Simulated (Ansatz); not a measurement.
A nudged elastic band was laid between two geometries of C$_{3}$H$_{8}$FNSi (14 atoms, charge 0, multiplicity 1).

Method: RKS B3LYP-D4/def2-SVP (Ansatz 0.2.0).

```
movable images  : 7
climbing image  : yes
spring          : 5.0 eV/Å²
optimiser       : quadratic models (default)
start path      : through a guess of the saddle point
force threshold : 0.05 eV/Å
iteration limit : 60
end points      : relaxed
```

Image 0:

```xyz
14
Properties=species:S:1:pos:R:3
N -2.583 -0.774 0.441
C -1.294 -0.791 -0.061
F -0.807 -2.047 -0.071
C -0.524 0.238 -0.449
C 0.936 0.121 -0.785
Si 2.045 0.771 0.614
H -3.042 0.128 0.378
H -3.171 -1.529 0.097
H -0.984 1.230 -0.454
H 1.206 -0.930 -0.977
H 1.175 0.682 -1.706
H 1.846 -0.042 1.849
H 1.693 2.191 0.923
H 3.490 0.722 0.230
```

Image 8:

```xyz
14
Properties=species:S:1:pos:R:3
N -2.578 -0.766 0.449
C -1.288 -0.784 -0.050
F -0.787 -2.034 -0.022
C -0.526 0.241 -0.464
C 0.935 0.126 -0.794
Si 2.038 0.764 0.616
H -3.155 -1.540 0.125
H -3.048 0.128 0.352
H -0.993 1.229 -0.495
H 1.207 -0.923 -0.993
H 1.178 0.694 -1.710
H 1.832 -0.061 1.842
H 1.687 2.182 0.935
H 3.484 0.715 0.237
```

What changes between the two ends?

No bond is made or broken.

What energy profile does the band end with?

It converged. The highest image is number 3 of 0 to 8, 4.7 kcal/mol above the ends, which have the same energy within 2 meV. The profile has 2 maxima (images 3, 6) with wells between them (image 5): this band takes more than one step, which may be the mechanism or a detour left from its start path. A vibrational analysis at the climbing image gives one clearly imaginary mode, 319i cm⁻¹: a first-order saddle point.

```json
{"image": "0", "path coordinate (Å)": "0.00", "energy (kcal/mol)": "0.0"}
{"image": "1", "path coordinate (Å)": "0.49", "energy (kcal/mol)": "0.8"}
{"image": "2", "path coordinate (Å)": "0.98", "energy (kcal/mol)": "3.3"}
{"image": "3", "path coordinate (Å)": "1.48", "energy (kcal/mol)": "4.7"}
{"image": "4", "path coordinate (Å)": "2.14", "energy (kcal/mol)": "2.4"}
{"image": "5", "path coordinate (Å)": "2.81", "energy (kcal/mol)": "0.1"}
{"image": "6", "path coordinate (Å)": "3.48", "energy (kcal/mol)": "1.2"}
{"image": "7", "path coordinate (Å)": "4.15", "energy (kcal/mol)": "0.2"}
{"image": "8", "path coordinate (Å)": "4.82", "energy (kcal/mol)": "0.0"}
```

What is the geometry of the highest image?


```xyz
14
Properties=species:S:1:pos:R:3
N -2.622 -0.843 0.306
C -1.260 -0.843 -0.013
F -0.660 -2.031 0.243
C -0.519 0.147 -0.526
C 0.952 0.056 -0.804
Si 1.984 0.771 0.624
H -2.872 -0.187 1.041
H -3.234 -0.717 -0.495
H -1.026 1.097 -0.712
H 1.255 -0.994 -0.948
H 1.213 0.604 -1.725
H 1.731 -0.002 1.874
H 1.604 2.196 0.861
H 3.442 0.717 0.302
```

The band took 19 iterations and of the order of 11 core-minutes.

Time of the run: 5.6 min on 2 threads of Intel(R) Xeon(R) Platinum 8488C (Sapphire Rapids), with other jobs on the host, peak memory 0.37 GiB.
